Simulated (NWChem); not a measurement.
System: FeCl2, quintet; SMILES [Cl][Fe][Cl]

NWChem input:

```
start job
memory heap 200 mb stack 900 mb global 1100 mb
geometry units angstroms
  Fe     0.000000     0.000000    -0.102574
  Cl     2.131201     0.000000    -0.103548
  Cl    -2.131201     0.000000    -0.103548
end
basis spherical
  * library 3-21g
end
dft
  odft
  mult 5
  xc b3lyp
  iterations 150
end
driver
  maxiter 120
end
task dft optimize
task dft freq
```

Excerpt of the output:

```
             Northwest Computational Chemistry Package (NWChem) 7.3.0
             --------------------------------------------------------

 D2H symmetry detected

 AUTOZ failed to generate good internal coordinates.
 Cartesian coordinates will be used in optimizations.

                             Geometry "geometry" -> ""
                             -------------------------

 Output coordinates in angstroms (scale by  1.889725989 to convert to a.u.)

  No.       Tag          Charge          X              Y              Z
 ---- ---------------- ---------- -------------- -------------- --------------
    1 Fe                  26.0000     0.00000000     0.00000000     0.00000000
    2 Cl                  17.0000     0.00000000     2.13120100     0.00000000
    3 Cl                  17.0000     0.00000000    -2.13120100     0.00000000

 Effective nuclear repulsion energy (a.u.)     255.3765696413

      Symmetry information
      --------------------

 Group name             D2h
 Group number             26
 Group order               8
 No. of unique centers     2

                           NWChem Geometry Optimization
                           ----------------------------

 maximum gradient threshold         (gmax) =   0.000450
 rms gradient threshold             (grms) =   0.000300
 maximum cartesian step threshold   (xmax) =   0.001800
 rms cartesian step threshold       (xrms) =   0.001200
 fixed trust radius                (trust) =   0.300000
 source of zmatrix                         =

          -------------------
          Energy Minimization
          -------------------

 Using diagonal initial Hessian

          --------
          Step   0

                                 NWChem DFT Module
                                 -----------------

 Summary of "ao basis" -> "ao basis" (spherical)
 ------------------------------------------------------------------------------
       Tag                 Description            Shells   Functions and Types
 ---------------- ------------------------------  ------  ---------------------
 Fe                          3-21g                  11       27   5s4p2d
 Cl                          3-21g                   7       13   4s3p

      Symmetry analysis of basis
      --------------------------

        ag         16
        au          0
        b1g         5
        b1u         7
        b2g         2
        b2u        11
        b3g         5
        b3u         7

[...]

      ----------------------
      Optimization converged
      ----------------------

  Step       Energy      Delta E   Gmax     Grms     Xrms     Xmax
  ---- ---------------- -------- -------- -------- -------- --------
@    2   -2173.64100165 -1.1D-05  0.00000  0.00000  0.00432  0.00915
                                     ok       ok

                         Geometry "geometry" -> "geometry"
                         ---------------------------------

 Output coordinates in angstroms (scale by  1.889725989 to convert to a.u.)

  No.       Tag          Charge          X              Y              Z
 ---- ---------------- ---------- -------------- -------------- --------------
    1 Fe                  26.0000     0.00000000     0.00000000     0.00000000
    2 Cl                  17.0000     0.00000000     2.19308373     0.00000000
    3 Cl                  17.0000     0.00000000    -2.19308373     0.00000000

 Effective nuclear repulsion energy (a.u.)     248.1705522326

      Symmetry information
      --------------------

 Group name             D2h
 Group number             26
 Group order               8
 No. of unique centers     2

[...]

 Rotational Constants
 --------------------
 A=   0.000000 cm-1  (  0.000000 K)
 B=   0.050116 cm-1  (  0.072104 K)
 C=   0.050116 cm-1  (  0.072104 K)

 Temperature                      =   298.15K
 frequency scaling parameter      =   1.0000

 Linear Molecule

 Zero-Point correction to Energy  =    1.231 kcal/mol  (  0.001962 au)
 Thermal correction to Energy     =    4.182 kcal/mol  (  0.006664 au)
 Thermal correction to Enthalpy   =    4.774 kcal/mol  (  0.007608 au)

 Total Entropy                    =   69.442 cal/mol-K
   - Translational                =   40.386 cal/mol-K (mol. weight = 125.8726)
   - Rotational                   =   17.150 cal/mol-K (symmetry #  =        2)
   - Vibrational                  =   11.907 cal/mol-K

 Cv (constant volume heat capacity) =   11.924 cal/mol-K
   - Translational                  =    2.979 cal/mol-K
   - Rotational                     =    1.986 cal/mol-K
   - Vibrational                    =    6.958 cal/mol-K

[normal modes left out]

 ----------------------------------------------------------------------------
 Normal Eigenvalue ||           Projected Infra Red Intensities
  Mode   [cm**-1]  || [atomic units] [(debye/angs)**2] [(KM/mol)] [arbitrary]
 ------ ---------- || -------------- ----------------- ---------- -----------
    1        0.000 ||    0.000000           0.000         0.000       0.000
    2        0.000 ||    0.000000           0.000         0.000       0.000
    3        0.000 ||    0.000000           0.000         0.000       0.000
    4        0.000 ||    0.000000           0.000         0.000       0.000
    5        0.000 ||    0.000000           0.000         0.000       0.000
    6       48.296 ||    0.023372           0.539        22.785      16.306
    7       48.298 ||    0.023372           0.539        22.785      16.306
    8      311.312 ||    0.000000           0.000         0.000       0.000
    9      453.689 ||    0.082258           1.898        80.189      57.388
 ----------------------------------------------------------------------------
```

Level: B3LYP/3-21G, spin-unrestricted. No stability test was run on the SCF state.
